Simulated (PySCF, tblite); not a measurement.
Isomers of C3H7F3OSi. Method: GFN2-xTB as coded in tblite; computed harmonic values from a numerical Hessian at the method's own geometry, unscaled. Errors from tens to a few hundred cm⁻¹ against measured bands are possible. Modes of hydrogen on silicon can be 10 to 20 % off. One conformer each.

Electronic energies: PBE0-D3(BJ)/def2-SVP at its own geometries (PySCF, gas phase).

| SMILES | electronic energy, lowest = 0 (kJ/mol) |
| --- | --- |
| C[C@@H](O[SiH3])C(F)(F)F | 22.3 |
| C[SiH2]OCC(F)(F)F | 0.0 |
| FC(F)(F)CCO[SiH3] | 31.2 |
| CO[SiH2]CC(F)(F)F | 8.1 |

**Question.** How do GFN2-xTB zero-point energies change the relative energies?

**Answer.** 
| SMILES | ZPE (kJ/mol) | of it from modes above 1550 cm⁻¹ | electronic (kJ/mol) | with ZPE, lowest = 0 (kJ/mol) | lowest mode (cm⁻¹) | rings |
| --- | --- | --- | --- | --- | --- | --- |
| C[SiH2]OCC(F)(F)F | 256.7 | 116.1 | 0.0 | 0.0 | 22 | 0 |
| CO[SiH2]CC(F)(F)F | 258.8 | 116.8 | 8.1 | 10.2 | 25 | 0 |
| C[C@@H](O[SiH3])C(F)(F)F | 254.3 | 113.1 | 22.3 | 19.8 | 49 | 0 |
| FC(F)(F)CCO[SiH3] | 254.3 | 111.8 | 31.2 | 28.7 | 30 | 0 |

The zero-point energies span 4.5 kJ/mol, from `C[C@@H](O[SiH3])C(F)(F)F` to `CO[SiH2]CC(F)(F)F`. The order is unchanged.

**Question.** And how do the electronic energies of GFN2-xTB itself compare?

**Answer.** `C[SiH2]OCC(F)(F)F` 49.1; `CO[SiH2]CC(F)(F)F` 12.4; `C[C@@H](O[SiH3])C(F)(F)F` 0.0; `FC(F)(F)CCO[SiH3]` 7.9 kJ/mol, lowest = 0. Against the energies above, taken from the same isomer `C[SiH2]OCC(F)(F)F`, the largest difference is 72.4 kJ/mol. The two levels were optimised apart and needn't hold the same conformer.

**Question.** What do entropy and thermal enthalpy add at 298.15 K and 1 bar (rigid rotor, harmonic oscillator, one conformer each)?

**Answer.** 
| SMILES | point group | symmetry number | S (J/(mol K)) | H − H(0) (kJ/mol) | ZPE + H − H(0) − TS (kJ/mol) |
| --- | --- | --- | --- | --- | --- |
| CO[SiH2]CC(F)(F)F | Cs | 1 | 428.4 | 29.53 | 160.6 |
| C[C@@H](O[SiH3])C(F)(F)F | C1 | 1 | 409.0 | 28.52 | 160.8 |
| FC(F)(F)CCO[SiH3] | Cs | 1 | 423.1 | 28.75 | 156.9 |

Not tabulated: `C[SiH2]OCC(F)(F)F` (lowest mode only 22 cm⁻¹).
